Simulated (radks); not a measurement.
The numbers below are computed, except where a source is named.
Question: Ionisation of the lanthanum ion La3+, [Xe], to [Kr] 4d10 5s2 5p5 as the strength of local exchange is varied. Level of theory: scalar-relativistic Kohn-Sham, Slater X-alpha exchange (alpha = 2/3 is LDA exchange), no correlation, spin-polarised, spherical densities, finite nucleus; Fermi nuclear charge, rms radius 4.855 fm (a radial shooting solver on a logarithmic mesh with Libxc functionals).

alpha  E(La3+) (hartree)  exchange (hartree)  IE (eV)  -e of the level emptied (eV)  <r> of it (bohr)
0.667         -8479.8808           -190.6648   49.209                   43.382 (5p)             1.762
0.762         -8507.1587           -218.4577   50.977                   45.136 (5p)             1.740
0.816         -8522.6997           -234.3265   51.996                   46.148 (5p)             1.728
0.967         -8566.2935           -278.9722   54.898                   49.035 (5p)             1.696
1.012         -8579.3239           -292.3546   55.778                   49.912 (5p)             1.687
?             -8477.3007           -188.0400   49.043                   43.218 (5p)             1.764

Which alpha was used in the last row?

Answer: alpha = 0.658. NIST Atomic Spectra Database: 50.0 eV (semi-empirical). The Delta-SCF value meets it near alpha = 0.71. Open shells are spherical and high-spin; term and fine-structure splittings are not resolved. Spin-orbit splitting is averaged out at the scalar-relativistic level.
